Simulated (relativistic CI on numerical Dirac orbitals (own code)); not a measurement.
Ru4+: L2,3 absorption edge

Computed with this model: Dirac-Coulomb-Breit CI, separate exchange-only KLI orbitals for each configuration, model QED, valence Slater integrals scaled by 0.8, multiplet model of core-to-valence dipole absorption; configurations [Kr] 4d4 → [He] 2s2 2p5 3s2 3p6 3d10 4s2 4p6 4d5; 10 K; Lorentzian 2.4 eV and Gaussian 0.5 eV FWHM. Energies are those of the free ion, without screening or charge transfer. The branching ratio is the share of the lower-energy edge in the whole absorption, uncertain by about 0.02 where the edges overlap. S is read from ⟨S²⟩ = S(S + 1).

Field parameters in Wybourne normalisation: Oh B⁴₀ = 21Dq, B⁴₄ = √(5/14) B⁴₀. The field is a parameter set, without covalency.

free ion: ground-state S = 1.97, centroid 2868.99 eV, branching ratio 0.817. Peaks (eV, height): 2845.2 (100), 2975.0 (24).

Oh, 10Dq = 16350 cm⁻¹: ground-state S = 1.68, centroid 2869.04 eV, branching ratio 0.816. Peaks (eV, height): 2845.2 (100), 2973.8 (18).

Oh, 10Dq = 25500 cm⁻¹: ground-state S = 1.05, centroid 2871.39 eV, branching ratio 0.799. Peaks (eV, height): 2845.8 (100), 2974.2 (27).

Oh, 10Dq = 34600 cm⁻¹: ground-state S = 1.01, centroid 2874.22 eV, branching ratio 0.779. Peaks (eV, height): 2843.0 (59), 2846.2 (100), 2975.2 (31).

Oh, 10Dq = 43700 cm⁻¹: ground-state S = 1.00, centroid 2875.61 eV, branching ratio 0.771. Peaks (eV, height): 2842.5 (61), 2847.0 (100), 2972.5 (14), 2976.0 (34).

The statistical ratio of this edge is 2/3 = 0.667. Values above it arise where the holes sit mainly in the j = l + 1/2 valence subshell or the ground state has high spin; values below it where core-valence Coulomb terms move weight to the upper edge, as in nearly empty shells. At deep edges of heavy elements the radial integrals of the two core levels differ, which raises the baseline.

Strongest unbroadened transitions for Oh, 10Dq = 25500 cm⁻¹:

```csv
Energy (eV),Relative strength
2843.19,100.0
2843.92,8.7
2844.67,24.7
2844.98,12.4
2845.33,58.4
2845.44,21.8
2845.56,59.9
2845.73,23.3
2846.03,89.7
2846.21,7.9
2847.33,34.0
2847.45,21.1
2847.69,10.5
2973.10,28.0
2973.92,21.3
2974.31,15.4
2974.58,15.0
2975.35,22.3
```
